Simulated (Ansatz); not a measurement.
`[NH2][Al]([F])[SiH3]` + PH₃ → `[NH2][Al]([F])[PH2]` + SiH₄ at 600 K and 1 bar (cleavage of the Al–Si bond).

Gas-phase electronic energies from Ansatz, PBE0-D4/def2-TZVP geometries. CBS: MP2 limit from def2 TZ/QZ plus the TZ coupled-cluster correction, frozen cores. This one scheme is used for every species. Each species was taken in one conformer, which may not be the lowest.

```tsv
species	CCSD(T)/CBS energy (Eh)	H − E (kJ/mol)	S (J/(mol·K))
`[NH2][Al]([F])[SiH3]`	-688.71365	200.3	443.7
PH₃	-342.72256	86.3	240.2
`[NH2][Al]([F])[PH2]`	-739.98837	176.9	424.4
SiH₄	-291.46306	108.7	242.3
```

H − E and S are ideal-gas, rigid-rotor, harmonic terms from PBE0-D4/def2-TZVP, for one conformer and one mirror image of each species. 1 Eh = 2625.50 kJ/mol, R = 8.31446 J/(mol·K).

Task: By hand: ΔE, ΔH, ΔS and ΔG.

Result: ΔE = (-739.98837) + (-291.46306) − (-688.71365) − (-342.72256) = -0.01522 Eh = -40.0 kJ/mol. Δ(H − E) = 176.9 + 108.7 − 200.3 − 86.3 = -1.0, so ΔH = -41.0 kJ/mol. ΔS = 424.4 + 242.3 − 443.7 − 240.2 = -17.2 J/(mol·K). ΔG = -41.0 − 600 × (-17.2)/1000 = -30.7 kJ/mol.

Task: By hand: the equilibrium constant, and the temperature at which ΔG would vanish if ΔH and ΔS stayed fixed.

Result: log₁₀ K = −ΔG/(RT ln 10) = 2.7. ΔG = 0 at ΔH/ΔS = 2384 K, though so small a ΔS makes that figure unsure.

ΔH outweighs TΔS. A doubt of 5 kJ/mol in ΔE shifts log₁₀ K by 0.4 here. Other conformers and mirror images would add mixing entropy, several J/(mol·K) or more a flexible species. Modes under 60 cm⁻¹, often nearly free rotors, make the harmonic entropy too high. These are equilibria of isolated gas molecules and say nothing of rates. Largest T1 diagnostic: 0.013 (customary marks: 0.02 for closed shells, 0.045 for open ones).
